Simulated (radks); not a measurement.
Task: Species: Os16+. Configuration: [Kr] 4d10 4f12 5s2. All-electron calculation, Dirac Kohn-Sham, Slater X-alpha with alpha = 0.695, spin-unpolarised, spherical densities, finite nucleus; open shells are shared between the two j in proportion to 2j + 1; Fermi nuclear charge, rms radius 5.4126 fm. Program: a radial shooting solver on a logarithmic mesh with Libxc functionals. Some entries of the table are withheld. Estimate them.

orbital     occ.  eigenvalue (eV)  <r> (bohr)
1s1/2          2        -74069.36     0.01775
2s1/2          2        -13193.42     0.07428
2p1/2          2              (1)     0.06129
2p3/2          4              (2)     0.06948
3s1/2          2        -3342.706         (3)
3p1/2          2              (4)         (5)
3p3/2          4              (6)         (7)
3d3/2          4              (8)      0.1732
3d5/2          6              (9)      0.1779
4s1/2          2        -976.3372      0.4286
4p1/2          2        -874.2441      0.4315
4p3/2          4        -793.6914      0.4635
4d3/2          4        -624.9355      0.4719
4d5/2          6        -609.6779      0.4821
5s1/2          2        -394.2750      0.8897
4f5/2    5.14286        -393.7143        (10)
4f7/2    6.85714        -390.4526        (11)

Result: 
(1) 2p1/2 eigenvalue (eV): -12656.32
(2) 2p3/2 eigenvalue (eV): -11124.86
(3) 3s1/2 <r> (bohr): 0.1934
(4) 3p1/2 eigenvalue (eV): -3100.848
(5) 3p1/2 <r> (bohr): 0.1834
(6) 3p3/2 eigenvalue (eV): -2766.479
(7) 3p3/2 <r> (bohr): 0.1985
(8) 3d3/2 eigenvalue (eV): -2358.468
(9) 3d5/2 eigenvalue (eV): -2285.894
(10) 4f5/2 <r> (bohr): 0.5013
(11) 4f7/2 <r> (bohr): 0.5065
